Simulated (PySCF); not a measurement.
**Circular dichroism: `CC[C@@H](C)[Si@H](N)P`, C₄H₁₄NPSi**

Molfile (atoms numbered from 1):
```
C4H14NPSi
     RDKit          3D

 21 20  0  0  0  0  0  0  0  0999 V2000
   -2.5001   -0.8453    0.1512 C   0  0  0  0  0  0  0  0  0  0  0  0
   -0.9772   -0.8270    0.2293 C   0  0  0  0  0  0  0  0  0  0  0  0
   -0.3454    0.4809   -0.2512 C   0  0  1  0  0  0  0  0  0  0  0  0
   -0.7386    1.6600    0.6322 C   0  0  0  0  0  0  0  0  0  0  0  0
    1.5559    0.2803   -0.3185 Si  0  0  2  0  0  4  0  0  0  0  0  0
    1.9047   -0.8062   -1.6103 N   0  0  0  0  0  0  0  0  0  0  0  0
    2.2338   -0.8289    1.5110 P   0  0  0  0  0  0  0  0  0  0  0  0
   -2.8305   -0.6026   -0.8573 H   0  0  0  0  0  0  0  0  0  0  0  0
   -2.8773   -1.8333    0.4070 H   0  0  0  0  0  0  0  0  0  0  0  0
   -2.9398   -0.1286    0.8405 H   0  0  0  0  0  0  0  0  0  0  0  0
   -0.6653   -1.0107    1.2628 H   0  0  0  0  0  0  0  0  0  0  0  0
   -0.5848   -1.6453   -0.3794 H   0  0  0  0  0  0  0  0  0  0  0  0
   -0.7087    0.6815   -1.2640 H   0  0  0  0  0  0  0  0  0  0  0  0
   -1.8117    1.8363    0.6049 H   0  0  0  0  0  0  0  0  0  0  0  0
   -0.4504    1.4697    1.6652 H   0  0  0  0  0  0  0  0  0  0  0  0
   -0.2429    2.5706    0.3017 H   0  0  0  0  0  0  0  0  0  0  0  0
    2.1774    1.6179   -0.4484 H   0  0  0  0  0  0  0  0  0  0  0  0
    1.6013   -0.5799   -2.5429 H   0  0  0  0  0  0  0  0  0  0  0  0
    2.7951   -1.2750   -1.6368 H   0  0  0  0  0  0  0  0  0  0  0  0
    3.5362   -0.3652    1.4633 H   0  0  0  0  0  0  0  0  0  0  0  0
    1.8594    0.1678    2.3940 H   0  0  0  0  0  0  0  0  0  0  0  0
  1  2  1  0
  2  3  1  0
  3  4  1  0
  3  5  1  0
  5  6  1  0
  5  7  1  0
  1  8  1  0
  1  9  1  0
  1 10  1  0
  2 11  1  0
  2 12  1  0
  3 13  1  6
  4 14  1  0
  4 15  1  0
  4 16  1  0
  5 17  1  6
  6 18  1  0
  6 19  1  0
  7 20  1  0
  7 21  1  0
M  END
```

The calculation used TDDFT PBE0/def2-SVPD circular dichroism and optical rotation, one conformer, gas phase in PySCF 2.14.0. Geometry: GFN2-xTB.

The molecule is flexible and this is one conformer; a measurement averages over conformers. States above about 7.1 eV (minus the energy of the highest occupied orbital) lie near or above the ionisation threshold and depend on the basis.

(1) What are the CIP labels of the stereocentres?

(2) List the lowest 8 singlet excitations with oscillator and rotatory strengths.

Answers

(1) C3 R, Si5 R.

(2) Rotatory strengths R in 10⁻⁴⁰ esu² cm², velocity form and length form (origin at the centre of mass); f in length form.
| state | E (eV) | λ (nm) | f | R (velocity) | R (length) | main |
| --- | --- | --- | --- | --- | --- | --- |
| 1 | 6.15 | 202 | 0.008 | +16.2 | +15.2 | HOMO→LUMO 0.75, HOMO−1→LUMO 0.16 |
| 2 | 6.34 | 195 | 0.007 | -3.9 | -3.5 | HOMO−1→LUMO 0.65, HOMO→LUMO+2 0.14 |
| 3 | 6.65 | 187 | 0.009 | +2.4 | +0.6 | HOMO→LUMO+1 0.63, HOMO→LUMO+3 0.14 |
| 4 | 6.84 | 181 | 0.112 | -8.1 | -8.3 | HOMO→LUMO+2 0.55, HOMO−1→LUMO+2 0.25 |
| 5 | 6.98 | 178 | 0.058 | +31.3 | +31.3 | HOMO−1→LUMO+2 0.27, HOMO−1→LUMO+1 0.17 |
| 6 | 7.01 | 177 | 0.023 | +33.6 | +32.6 | HOMO−1→LUMO+1 0.58, HOMO−1→LUMO+2 0.11 |
| 7 | 7.10 | 175 | 0.047 | -60.5 | -56.8 | HOMO→LUMO+3 0.49, HOMO−1→LUMO+2 0.15 |
| 8 | 7.17 | 173 | 0.031 | +20.2 | +19.1 | HOMO−2→LUMO 0.67, HOMO−1→LUMO+2 0.16 |

Among the states computed, the strongest CD band (largest |R|) is state 7. The largest dissymmetry factor in size, g = 4R/(D+G), with D and G the electric and magnetic dipole strengths, is +0.018 for state 1 (velocity form, f = 0.008), among bands with |R| over 0.5. The mirror image has the same energies and oscillator strengths and all R with the opposite sign.
